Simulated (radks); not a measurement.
The numbers below are computed, except where a source is named.
Problem. Species: Er+. Configuration: [Xe] 4f12 6s1. Level of theory: scalar-relativistic Kohn-Sham, LDA (Slater exchange, Perdew-Wang correlation), spin-polarised, spherical densities, point nucleus; open shells are filled with parallel spins first (spin-orbit coupling, left out, can overturn this in heavy ions) (a radial shooting solver on a logarithmic mesh with Libxc functionals). Some entries of the table are withheld. Estimate them.

orbital,occ.,eigenvalue (eV),<r^2> (bohr^2)
1s up,1,-57332.05,0.0005685
1s down,1,-57332.04,0.0005685
2s up,1,-9638.118,0.008844
2s down,1,-9638.072,0.008844
2p up,3,-8528.541,0.007191
2p down,3,-8528.506,0.007191
3s up,1,-2164.436,0.05815
3s down,1,-2163.564,0.05813
3p up,3,-1826.957,0.05852
3p down,3,-1826.089,0.05849
3d up,5,-1403.696,0.04879
3d down,5,-1403.018,0.04876
4s up,1,-432.3729,0.2919
4s down,1,-430.6155,0.2920
4p up,3,-321.3212,0.3312
4p down,3,-319.5926,0.3313
4d up,5,-172.5822,0.3961
4d down,5,-170.8943,0.3967
5s up,1,-59.1245,1.763
5s down,1,-58.2593,1.774
5p up,3,(1),2.544
5p down,3,(2),2.554
4f up,7,-10.6641,(3)
6s up,1,-9.6567,14.22
4f down,5,-9.1816,(4)
6s down,0,-8.8034,14.73

Solution. 
(1) 5p up eigenvalue (eV): -33.5324
(2) 5p down eigenvalue (eV): -32.8310
(3) 4f up <r^2> (bohr^2): 0.9293
(4) 4f down <r^2> (bohr^2): 0.9694
